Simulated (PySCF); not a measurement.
Ionisation energy of Al⁺ by level of theory

Al⁺ [Ne] 3s2 (1S) → Al²⁺ [Ne] 3s1 (2S), as a difference of total energies. Computed with PySCF 2.14 in pcseg-2 (5s4p2d1f, 34 functions), with the non-relativistic Hamiltonian (point nucleus). Correlated levels: valence: [Ne] frozen. The calculations carry no spin-orbit coupling.

| method | ionisation energy (eV) | error (eV) |
| --- | --- | --- |
| UHF | 17.497 | -1.332 |
| BP86 | 18.840 | +0.011 |
| LDA | 18.891 | +0.062 |
| MP2 (valence) | 18.234 | -0.595 |
| SCS-MP2 (valence) | 18.381 | -0.448 |
| CCSD (valence) | 18.556 | -0.273 |

Reference: 18.829 eV (measured; NIST Atomic Spectra Database, ionization energies).

Errors of the correlated levels include the incompleteness of this basis and the frozen core.

With two correlated electrons CCSD is exact in that space.
